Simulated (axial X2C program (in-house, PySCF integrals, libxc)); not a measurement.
## Potential curves of PtH, 2c

Calculated with an in-house relativistic program for diatomic molecules. Two-component (2c) means X2C with spin–orbit coupling and atomic mean-field two-electron Coulomb and Gaunt terms. Basis: Pt dyall-cv3z [13s14p9d6f4g], H dyall-v3z [6s2p1d] (cores contracted in-house); Gaussian nuclei, density fitting, unrestricted open shells. Masses: Pt 194.965 u, H 1.008 u.

State: Ω = 5/2 (⟨Sz⟩ = 0.50, ⟨Lz⟩ = 2.00 at HF). Energies in cm⁻¹ from the fragments at the same level (Pt + H). Fits are polynomials in 1 − R0/R over 0.85 to 1.23 times the lowest point R0.

```csv
R (Å),MP2
1.3294,-23512
1.3905,-25839
1.4363,-26786
1.4822,-27195
1.5280,-27171
1.5815,-26708
1.6350,-25880
1.7037,-24423
1.7878,-22222
1.9100,-18546
```

Correlated methods: 11 electrons correlated (number of frozen shells: Pt 5 s, 4 p, 2 d, 1 f; H none), 223 virtual spin orbitals or spinors in MP2.

One determinant describes the state; a PBE0 search over occupations chose it and may have missed a lower one. De is counted from the lowest determinant-based energies of the atoms at the same level, without counterpoise correction. The lowest spin-free determinant has another configuration (M_S = 1/2, Λ = 0), so the order of states is uncertain and this need not be the ground state. MP2 and coupled cluster on one determinant become unreliable at the stretched end.

(1) What are Re, ωe and De at the MP2 level?

Answers

(1) At MP2, 2c: Re = 1.502 Å, ωe ≈ 2510 cm⁻¹, De = 3.38 eV to Pt + H; Be follows as 7.45 cm⁻¹.
